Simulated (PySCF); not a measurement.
Correlation energy of B (boron, neutral)

[He] 2s2 3s1, 2S determinant (an excited configuration). Calculation: PySCF 2.14, in x2c-QZVPPall with one added diffuse shell each of s, p, d, f type (8s5p4d3f1g, 73 functions); the spin-free X2C one-electron Hamiltonian (Gaussian nucleus). Frozen: nothing; 5 electrons correlated.

| level | correlation energy (mhartree) |
| --- | --- |
| CCSD | -86.80 |
| (T) | -1.32 |
| CCSD(T) | -88.12 |

Diagnostics: T1 = 0.015, D1 = 0.0438, largest double amplitude 0.137.

The outer electron is Rydberg-like, and this basis confines it to a smaller radius and binds it less than a complete one would.

Cost of the coupled-cluster step: of the order of 40 core-seconds, for 5 correlated electrons.

Iterations:

```
CC2 = 0
CCSD nocc = (np.int64(3), np.int64(2)), nmo = (73, 73)
frozen orbitals [[], []]
max_cycle = 100
direct = 0
conv_tol = 1e-08
conv_tol_normt = 1e-06
diis_space = 8
diis_start_cycle = 0
Init t2, MP2 energy = -0.0613487869899585
Init E_corr(UCCSD) = -0.061348787010224
cycle = 1  E_corr(UCCSD) = -0.0740784801093871  dE = -0.0127296931  norm(t1,t2) = 0.0708656
cycle = 2  E_corr(UCCSD) = -0.0799247038036291  dE = -0.00584622369  norm(t1,t2) = 0.0391228
cycle = 3  E_corr(UCCSD) = -0.0862631836446597  dE = -0.00633847984  norm(t1,t2) = 0.0234234
cycle = 4  E_corr(UCCSD) = -0.086422632904735  dE = -0.00015944926  norm(t1,t2) = 0.00901426
cycle = 5  E_corr(UCCSD) = -0.0868974271688225  dE = -0.000474794264  norm(t1,t2) = 0.00411678
cycle = 6  E_corr(UCCSD) = -0.0869925736738092  dE = -9.5146505e-05  norm(t1,t2) = 0.0288122
cycle = 7  E_corr(UCCSD) = -0.0866954758741857  dE = 0.0002970978  norm(t1,t2) = 0.00221788
cycle = 8  E_corr(UCCSD) = -0.0867811550355896  dE = -8.56791614e-05  norm(t1,t2) = 0.000643277
cycle = 9  E_corr(UCCSD) = -0.0868231918038962  dE = -4.20367683e-05  norm(t1,t2) = 0.000210152
cycle = 10  E_corr(UCCSD) = -0.0867993981832028  dE = 2.37936207e-05  norm(t1,t2) = 9.75228e-05
cycle = 11  E_corr(UCCSD) = -0.0868006695870683  dE = -1.27140387e-06  norm(t1,t2) = 2.90386e-05
cycle = 12  E_corr(UCCSD) = -0.0868007501601208  dE = -8.05730525e-08  norm(t1,t2) = 3.56114e-05
cycle = 13  E_corr(UCCSD) = -0.086801523265171  dE = -7.7310505e-07  norm(t1,t2) = 0.000136069
cycle = 14  E_corr(UCCSD) = -0.0868014926685529  dE = 3.05966182e-08  norm(t1,t2) = 2.5279e-06
cycle = 15  E_corr(UCCSD) = -0.0868014936021205  dE = -9.33567654e-10  norm(t1,t2) = 5.6574e-06
cycle = 16  E_corr(UCCSD) = -0.0868014906955649  dE = 2.90655565e-09  norm(t1,t2) = 5.08247e-06
cycle = 17  E_corr(UCCSD) = -0.0868014960587353  dE = -5.36317046e-09  norm(t1,t2) = 5.32192e-06
cycle = 18  E_corr(UCCSD) = -0.0868014929077235  dE = 3.15101178e-09  norm(t1,t2) = 5.40521e-06
cycle = 19  E_corr(UCCSD) = -0.0868014895743142  dE = 3.33340934e-09  norm(t1,t2) = 3.97245e-06
cycle = 20  E_corr(UCCSD) = -0.086801453743264  dE = 3.58310502e-08  norm(t1,t2) = 3.21699e-06
cycle = 21  E_corr(UCCSD) = -0.0868014550742034  dE = -1.3309394e-09  norm(t1,t2) = 2.56436e-06
cycle = 22  E_corr(UCCSD) = -0.0868014527327848  dE = 2.34141864e-09  norm(t1,t2) = 2.19897e-06
cycle = 23  E_corr(UCCSD) = -0.0868014277978362  dE = 2.49349486e-08  norm(t1,t2) = 3.49118e-06
cycle = 24  E_corr(UCCSD) = -0.0868014390337647  dE = -1.12359285e-08  norm(t1,t2) = 9.22969e-06
cycle = 25  E_corr(UCCSD) = -0.0868013914533163  dE = 4.75804485e-08  norm(t1,t2) = 4.70962e-07
cycle = 26  E_corr(UCCSD) = -0.0868013871815193  dE = 4.271797e-09  norm(t1,t2) = 1.03118e-07
UCCSD converged
E(UCCSD) = -24.44234792489585  E_corr = -0.08680138718151927
UCCSD(T) correction = -0.00132008507496556
```

This basis was not built for core-valence correlation, so the inner-shell part is incomplete.
